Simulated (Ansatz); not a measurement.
Process, species as SMILES: CB(C)N → CB(C)[NH] + H atom (the H-N bond at the site shown breaks; other sites are not compared here)
Structures are relaxed separately at B3LYP-D3(BJ)/def2-TZVP in Ansatz (a first-principles code), one conformer each, not searched for the lowest. Frequencies are from Ansatz.
Geometry of the first species:
SMILES: CB(N)C
```xyz
12

B     -0.0174     0.0500    -0.0002
C      1.5368    -0.2365    -0.0033
C     -1.0582    -1.1392     0.0088
N     -0.4775     1.3726    -0.0054
H      1.8221    -0.8299     0.8713
H      1.8170    -0.8386    -0.8737
H      2.1570     0.6634    -0.0096
H     -2.1030    -0.8186     0.0102
H     -0.9115    -1.7877    -0.8610
H     -0.9064    -1.7791     0.8840
H      0.1368     2.1701    -0.0112
H     -1.4541     1.6167    -0.0038
```

Wanted: bond dissociation energy (enthalpy at 298 K, with B3LYP-D3(BJ) rigid-rotor harmonic-oscillator terms), in kcal/mol. Correlated levels leave the core frozen unless marked. Open shells are spin-unrestricted. Spin-orbit coupling is left out. No relativistic terms. CBS(X,Y): correlation extrapolated as X^-3; Hartree-Fock from the larger set. [CCSD(T)-MP2]/basis is that difference in the basis named.

| level | program | bond dissociation energy (kcal/mol) |
|---|---|---|
| HF/aug-cc-pVQZ | Ansatz | 86.6 |
| BLYP-D4/def2-TZVPD | Ansatz + dftd4 | 108.0 |
| revPBE-D3(BJ)/def2-TZVPD | Ansatz + dftd3 | 107.0 |
| HSE06-D4/def2-TZVPD | Ansatz + dftd4 | 110.6 |
| B2PLYP-D4/def2-TZVPD | Ansatz + dftd4 | 112.3 |
| RI-MP2/aug-cc-pVTZ | Ansatz | 117.8 |
| RI-MP2/CBS(cc-pVTZ,cc-pVQZ)+[CCSD(T)-MP2]/cc-pVTZ | Ansatz | 116.4 |
